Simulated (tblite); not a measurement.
Compound: C₃H₈SeSi.
SMILES with atom numbers: `[CH3:1][Se:2][C@H:3]1[CH2:4][SiH2:5]1` (hydrogens: H6, H7, H8 on C1; H9 on C3; H10, H11 on C4; H12, H13 on Si5)

Computed with GFN2-xTB (tblite), gas phase: L-BFGS steps from a force-field or distance-geometry start until the largest atomic force falls under 0.01 eV/Å.

Step 2: E = -416.8516 eV
```
atom  x, y, z in Å  |  force x, y, z in eV/Å
C1     -2.4616    0.2917   -0.3196    0.158  -0.065   0.068
Se2    -1.0530    0.6316    1.0204   -0.217   0.153   0.276
C3      0.5846   -0.4079    0.7819    0.180   0.348  -0.279
C4      1.1261   -0.8591   -0.5676    0.165   0.657  -0.088
Si5     2.0090    0.6604    0.1198    0.166   0.001  -0.002
H6     -3.1781    1.0807   -0.1295   -0.090   0.214   0.126
H7     -2.9520   -0.6558   -0.1484    0.103  -0.298  -0.100
H8     -2.0961    0.4090   -1.3318    0.172  -0.182  -0.090
H9      0.8475   -1.0213    1.6299   -0.503  -0.290   0.029
H10     0.5437   -0.7245   -1.4751   -0.118  -0.311   0.363
H11     1.6929   -1.7687   -0.5041   -0.190  -0.375  -0.231
H12     3.3077    0.4063    0.6978    0.136   0.035   0.016
H13     1.6250    1.9581   -0.3751    0.037   0.111  -0.089
```

Step 3: E = -416.8949 eV
```
atom  x, y, z in Å  |  force x, y, z in eV/Å
C1     -2.4705    0.2899   -0.3262    0.466  -0.030   0.330
Se2    -1.0611    0.6423    1.0367   -0.120  -0.076   0.002
C3      0.5927   -0.4021    0.7777    0.031   0.427  -0.085
C4      1.1421   -0.8441   -0.5721   -0.005   0.287  -0.013
Si5     2.0176    0.6665    0.1177    0.153   0.009   0.078
H6     -3.1731    1.0820   -0.1250   -0.245   0.258   0.069
H7     -2.9446   -0.6618   -0.1526    0.020  -0.331  -0.064
H8     -2.0910    0.4015   -1.3299    0.187  -0.123  -0.174
H9      0.8274   -1.0291    1.6273   -0.426  -0.209  -0.059
H10     0.5382   -0.7364   -1.4625   -0.166  -0.171   0.164
H11     1.6799   -1.7747   -0.5134   -0.132  -0.258  -0.173
H12     3.3110    0.4074    0.6980    0.205   0.038   0.037
H13     1.6270    1.9590   -0.3770    0.031   0.180  -0.112
```

Step 4: E = -416.9292 eV
```
atom  x, y, z in Å  |  force x, y, z in eV/Å
C1     -2.4716    0.2880   -0.3266    0.453   0.015   0.368
Se2    -1.0707    0.6508    1.0523   -0.005  -0.222  -0.185
C3      0.6007   -0.3892    0.7743   -0.048   0.338   0.119
C4      1.1587   -0.8283   -0.5762   -0.232  -0.097   0.022
Si5     2.0293    0.6738    0.1172    0.111   0.059   0.117
H6     -3.1720    1.0871   -0.1197   -0.184   0.078  -0.031
H7     -2.9368   -0.6731   -0.1579    0.032  -0.175  -0.038
H8     -2.0826    0.3921   -1.3308    0.144  -0.068  -0.060
H9      0.7998   -1.0396    1.6222   -0.335  -0.060  -0.189
H10     0.5290   -0.7503   -1.4486   -0.163  -0.012   0.015
H11     1.6638   -1.7830   -0.5255   -0.082  -0.079  -0.085
H12     3.3184    0.4092    0.6988    0.259   0.043   0.054
H13     1.6297    1.9630   -0.3810    0.050   0.181  -0.107
```

**Question.** Estimate the geometry and energy of step 5. (The exact step hangs on the optimiser's Hessian estimate; all steps are aligned on step 4, rigid shifts and turns removed.)

**Answer.** E = -416.9493 eV, largest force 0.382 eV/Å
```
atom  x, y, z in Å  |  force x, y, z in eV/Å
C1     -2.4658    0.2873   -0.3213    0.272  -0.001   0.218
Se2    -1.0765    0.6525    1.0589    0.063  -0.218  -0.197
C3      0.6051   -0.3761    0.7744   -0.059   0.191   0.139
C4      1.1647   -0.8208   -0.5782   -0.305  -0.209   0.095
Si5     2.0383    0.6796    0.1188    0.050   0.040   0.088
H6     -3.1735    1.0903   -0.1173   -0.049  -0.111  -0.093
H7     -2.9309   -0.6821   -0.1619    0.087   0.006  -0.020
H8     -2.0752    0.3851   -1.3314    0.092  -0.032   0.103
H9      0.7769   -1.0468    1.6154   -0.252   0.026  -0.219
H10     0.5206   -0.7590   -1.4398   -0.158   0.088  -0.064
H11     1.6522   -1.7890   -0.5343   -0.064   0.043  -0.013
H12     3.3275    0.4111    0.7003    0.243   0.052   0.044
H13     1.6324    1.9684   -0.3851    0.081   0.126  -0.080
```

The energy changes by -0.0201 eV. The first-order estimate −F·Δx gives -0.0278 eV and the mean of the old and new forces, exact on a quadratic surface, -0.0201 eV. The step makes an angle of 53° with the force vector and moves no atom by more than 0.025 Å.

What follows is the cost of the whole relaxation. The run took 2.2 s on one thread, Intel Xeon at 2.50 GHz (x86_64), no GPU, shared host.
